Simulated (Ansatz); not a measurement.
H6InNOSn (`[NH2][InH][SnH2][OH]`) at its PBE0-D4/def2-TZVP geometry, where that method's forces vanish. The species carries charge 0 and has multiplicity 1. In, Sn takes the def2 core potential.

```csv
atom,x (Å),y (Å),z (Å)
N1,-1.483,0.321,-2.128
In2,-0.575,-0.825,-0.752
Sn3,0.618,0.537,1.345
O4,2.381,-0.292,1.716
H5,-1.913,-0.039,-2.965
H6,-1.466,1.327,-2.131
H7,-0.667,-2.519,-1.036
H8,-0.265,0.498,2.820
H9,1.066,2.152,1.009
H10,2.304,-1.159,2.121
```

(1) For each bond, give half the difference of the two atoms' forces along it (eV/Å; positive pushes the atoms apart) under PBE-D4, r2SCAN-D4, B3LYP-D4, ωB97M-V in def2-TZVPP. (An estimate is asked.)

Answers

(1) Computed: 
```csv
bond,length (Å),PBE-D4,r2SCAN-D4,B3LYP-D4,ωB97M-V
N1–In2,2.008,0.12,0.08,0.24,0.03
N1–H5,1.007,0.19,0.01,-0.06,-0.02
N1–H6,1.006,0.19,0.01,-0.06,-0.02
In2–Sn3,2.770,-0.19,-0.07,-0.06,-0.04
In2–H7,1.720,0.02,-0.05,-0.04,-0.06
Sn3–O4,1.983,0.37,0.12,0.28,0.07
Sn3–H8,1.720,0.06,0.00,-0.01,-0.09
Sn3–H9,1.709,0.10,0.01,0.00,-0.08
O4–H10,0.959,0.41,0.05,-0.02,-0.05
```

B3LYP here is the variant with VWN-RPA as its local correlation; programs differ in this.
